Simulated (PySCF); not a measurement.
## Worked example: dipole moment from atomic charges

GeH3O4, SMILES [O][Ge]([OH])([OH])[OH], multiplicity 2. Atoms are numbered in the order given.

```xyz
8

O     -1.5394     0.8558     0.4314
Ge    -0.0114     0.0130     0.0174
O     -0.3957    -0.8327    -1.4868
O      1.3895     1.0345    -0.2829
O      0.4044    -1.0053     1.3890
H     -1.1952    -1.3737    -1.4166
H      1.3346     1.5203    -1.1173
H      1.3546    -0.9812     1.5727
```
Charge 0, spin multiplicity 2.

Geometry optimised at B3LYP-D3(BJ)/def2-SVP. The isomer is the one that the SMILES or the coordinates give; other isomers of the formula were not compared. One conformer was computed; it need not be the lowest.

Charges (e) from B3LYP/def2-TZVP in PySCF:

| atom | ESP fit | Mulliken |
|---|---|---|
| O1 | -0.341 | -0.308 |
| Ge2 | 1.144 | 0.930 |
| O3 | -0.716 | -0.529 |
| O4 | -0.717 | -0.538 |
| O5 | -0.685 | -0.534 |
| H6 | 0.437 | 0.324 |
| H7 | 0.439 | 0.325 |
| H8 | 0.440 | 0.329 |

The dipole moment of the full density is 1.42 D.

Task: What dipole moment does each set of point charges give, and which comes closer to that of the density?

Result: 
μ = Σ q r, and 1 e Å = 4.8032 D.
ESP fit: Σ q r = (0.182, -0.098, -0.229) e Å, |μ| = 1.48 D.
Mulliken: Σ q r = (0.202, -0.105, -0.224) e Å, |μ| = 1.53 D.
ESP fit comes closer in size. Point charges leave out the atoms' own dipoles (lone pairs, polarised bonds); fits to the potential absorb them, partitions of the density don't.
